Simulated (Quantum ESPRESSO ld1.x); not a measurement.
Problem. Radial electron density D(r) = 4 pi r^2 rho(r) of an atom or ion with 8 electrons. All-electron calculation, scalar-relativistic Kohn-Sham, PBEsol, spin-unpolarised, spherical densities, point nucleus. Program: ld1.x of Quantum ESPRESSO 7.5.

```
   r/bohr * D(r) (the largest magnitude, 35.6, reaches the edge; | marks zero)
 0.001673 |*
 0.002027 | *
 0.002456 | *
 0.002976 |  *
 0.003635 |   *
 0.004404 |     *
 0.005336 |       *
 0.006466 |          *
 0.007835 |              *
 0.009493 |                   *
  0.01159 |                         *
  0.01405 |                               *
  0.01702 |                                      *
  0.02063 |                                             *
  0.02499 |                                                  *
  0.03028 |                                                      *
  0.03699 |                                                      *
  0.04482 |                                                   *
   0.0543 |                                             *
   0.0658 |                                       *
  0.07972 |                                   *
   0.0966 |                                    *
    0.117 |                                        *
    0.143 |                                             *
   0.1732 |                                             *
   0.2099 |                                      *
   0.2543 |                           *
   0.3081 |              *
   0.3734 |     *
    0.456 | *
   0.5526 *
   0.6695 *
```

What is the nuclear charge?

Solution. Z = 30. The innermost maximum, from 1s, lies near gamma/Z bohr with gamma = sqrt(1 - (Z/c)^2) = 0.976, here 0.0325 bohr (found: 0.0339), and its height grows with Z. The density is that of the zinc ion Zn22+ in [He] 2s2 2p4; the configuration itself is not fixed sharply by these data, and Z only to about a unit. D(r) has 2 maxima, at r = 0.0339, 0.160 bohr, and minima at 0.0857 bohr, inside which lie 2.22 electrons.
